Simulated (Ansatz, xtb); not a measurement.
C3H10O2SSi: which of two isomers lies lower

Structure a: `CC[Si@](O)(S)OC`, a singlet. Structure b: `CCC[Si](O)(O)S`, a singlet. Both are isolated molecules in the gas phase, relaxed with PBE-D3(BJ)/def2-SVP, each in the lowest conformer that the search found.

a (Å):

```xyz
17

C     1.5349   -1.8020    1.2242
C     0.2669   -0.9824    0.9464
C    -1.8872    1.7280    0.6433
O     1.3420    1.5150    1.7165
O    -1.4361    1.2413    1.8958
S     0.0748   -0.0176    4.1830
Si    0.0599    0.4933    2.0818
H     1.6180   -2.6757    0.5459
H     2.4465   -1.1847    1.0931
H     1.5401   -2.1866    2.2652
H     0.2640   -0.6054   -0.1005
H    -0.6444   -1.6099    1.0532
H     1.4761    2.2208    2.3746
H    -1.2427    0.3118    4.2876
H    -1.1354    2.3887    0.1546
H    -2.1317    0.9021   -0.0639
H    -2.8110    2.3203    0.8058
```

b (Å):

```yaml
atoms:
  - { symbol: C, position_ang: [0.3985, 0.9729, 2.7699] }
  - { symbol: C, position_ang: [0.9985, 0.5652, 1.4235] }
  - { symbol: C, position_ang: [0.1952, -0.5337, 0.7064] }
  - { symbol: O, position_ang: [2.5472, -1.5759, -0.8164] }
  - { symbol: O, position_ang: [0.9679, 0.3273, -1.8677] }
  - { symbol: S, position_ang: [-0.1300, -2.7153, -1.8135] }
  - { symbol: Si, position_ang: [0.9538, -1.0533, -0.9260] }
  - { symbol: H, position_ang: [0.9990, 1.7650, 3.2619] }
  - { symbol: H, position_ang: [-0.6343, 1.3616, 2.6485] }
  - { symbol: H, position_ang: [0.3458, 0.1099, 3.4666] }
  - { symbol: H, position_ang: [2.0436, 0.2132, 1.5657] }
  - { symbol: H, position_ang: [1.0717, 1.4506, 0.7565] }
  - { symbol: H, position_ang: [-0.8465, -0.1921, 0.5127] }
  - { symbol: H, position_ang: [0.1024, -1.4380, 1.3480] }
  - { symbol: H, position_ang: [2.6605, -2.4857, -0.4911] }
  - { symbol: H, position_ang: [1.3685, 0.2094, -2.7472] }
  - { symbol: H, position_ang: [-1.3475, -2.2158, -1.4611] }
```

Task: Which of the two would you expect CCSD(T)/def2-SVP + ΔMP2/def2-TZVPP electronic energies to favour?

Result: Structure b; the calculation gives E(b) − E(a) = −0.587 eV.

Level by level:

```json
{"level": "GFN2-xTB", "geometry": "GFN2-xTB", "E(b) − E(a) (eV)": "−0.310", "departure from the last row (eV)": "+0.276", "job, with rough time for the two": "optimisation, 0.45 s"}
{"level": "HF/STO-3G", "geometry": "GFN2-xTB", "E(b) − E(a) (eV)": "+0.035", "departure from the last row (eV)": "+0.622", "job, with rough time for the two": "single point, 0.44 s"}
{"level": "r2SCAN-D4/def2-SVP", "geometry": "GFN2-xTB", "E(b) − E(a) (eV)": "−0.499", "departure from the last row (eV)": "+0.087", "job, with rough time for the two": "single point, 4.7 s"}
{"level": "PBE-D3(BJ)/def2-SVP", "geometry": "PBE-D3(BJ)/def2-SVP", "E(b) − E(a) (eV)": "−0.449", "departure from the last row (eV)": "+0.137", "job, with rough time for the two": "optimisation, 37 s"}
{"level": "HF/def2-SVP", "geometry": "PBE-D3(BJ)/def2-SVP", "E(b) − E(a) (eV)": "−0.428", "departure from the last row (eV)": "+0.159", "job, with rough time for the two": "part of the CCSD(T) run"}
{"level": "MP2/def2-SVP", "geometry": "PBE-D3(BJ)/def2-SVP", "E(b) − E(a) (eV)": "−0.543", "departure from the last row (eV)": "+0.043", "job, with rough time for the two": "part of the CCSD(T) run"}
{"level": "CCSD(T)/def2-SVP", "geometry": "PBE-D3(BJ)/def2-SVP", "E(b) − E(a) (eV)": "−0.486", "departure from the last row (eV)": "+0.101", "job, with rough time for the two": "single point"}
{"level": "CCSD(T)/def2-SVP + ΔMP2/def2-TZVPP", "geometry": "PBE-D3(BJ)/def2-SVP", "E(b) − E(a) (eV)": "−0.587", "departure from the last row (eV)": "", "job, with rough time for the two": "single point, 1.8 min"}
```

As drawn, b has 1 C–C, 1 O–H in place of 1 C–O, 1 C–H.

HF/STO-3G puts the two in the other order. The largest departure from CCSD(T)/def2-SVP + ΔMP2/def2-TZVPP is that of HF/STO-3G, 0.622 eV. The last row adds to CCSD(T) the change of the MP2 difference between the two basis sets, here −0.101 eV.

With thermal terms from frequencies at re-optimised GFN2-xTB minima (ideal gas, soft modes damped towards free rotors, one conformer each, 298.15 K, 1 atm): the zero-point term adds +0.019 eV; ΔH is −0.580 and ΔG −0.540 eV.

The correlated steps freeze 15 core orbitals. Mirror images aren't counted in ΔG. Codes used: Ansatz 0.2.0, xtb 6.7.1; the last row on 4 threads of Arm Neoverse V1 on a shared host.
